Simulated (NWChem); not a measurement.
Molecule: C₂H₄ClF; SMILES F[C@@H](Cl)C

Program: NWChem. Pople sets run with spherical d functions. Geometry: optimised at PBE0/def2-SVP. Isotropic polarisability at PBE0/6-31+G*. A Cauchy series cut after its second term is a line in ω².

| row | ω² (10⁻³ Ha²) | α (bohr³) |
|---|---|---|
| static | 0.00 | 36.76 |
| 1065 nm | 1.83 | 37.01 |
| 589 nm | 5.98 | withheld |
| 400 nm | 12.97 | 38.69 |

Q: Fit a straight line of the last column on the one before it, predict the withheld value, and compare with the run.

A: 
1. Means of the 3 shown rows: x = 4.933, y = 37.487. Slope Σ(x − x̄)(y − ȳ)/Σ(x − x̄)² = 14.73/98.56 = 0.1495; intercept 36.749.
2. The shown rows scatter about the line by 0.010 (root mean square); the largest residual is -0.01, at 1065 nm.
3. At x = 5.98 (589 nm; inside the shown range) the line gives 37.64.
4. The run gives 37.61, -0.03 from the line. The intercept estimates α(0), and the slope, 150 bohr³/Ha², the next Cauchy moment.
